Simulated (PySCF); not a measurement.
# PBE on S⁺ (sulfur, charge +1)

Configuration: [Ne] 3s2 3p3, high-spin 4S determinant. All numbers are calculated (PySCF 2.14, the non-relativistic Hamiltonian (point nucleus), in an even-tempered Gaussian basis (20 s from 0.028 bohr⁻², ratio 2.5; 14 p from 0.036 bohr⁻², ratio 2.5; 6 d from 0.67 bohr⁻², ratio 2.7; 5 f from 1 bohr⁻², ratio 2.7)).

| Property | Result |
| --- | --- |
| Total energy | -397.5681 hartree |
| One-electron energy | -543.0026 hartree |
| Hartree (Coulomb) energy | 170.5979 hartree |
| Exchange-correlation energy | -25.1634 hartree |
| Kinetic energy | 397.08799 hartree |
| ⟨S²⟩ | 3.7504 |
| ⟨L²⟩ | 0.000 |
| Sum of ⟨r⟩ | 12.72 bohr |
| Sum of ⟨r²⟩ | 20.63 bohr² |
| Density at the nucleus (Gaussians lack the cusp) | 2650 bohr⁻³ |
| Spin density at the nucleus | -0.274 bohr⁻³ |
| Langevin diamagnetic susceptibility | -16.3 ×10⁻⁶ cm³/mol |

| shell | electrons | mean orbital energy (eV) | rms radius, mean of both spins (bohr) |
| --- | --- | --- | --- |
| 1s α | 1 | -2409.3 | 0.113 |
| 1s β | 1 | -2408.9 | 0.113 |
| 2s α | 1 | -221.96 | 0.525 |
| 2s β | 1 | -221.52 | 0.525 |
| 2p α | 3 | -168.13 | 0.495 |
| 2p β | 3 | -167.52 | 0.495 |
| 3s α | 1 | -28.694 | 1.77 |
| 3s β | 1 | -25.258 | 1.77 |
| 3p α | 3 | -17.920 | 2.03 |
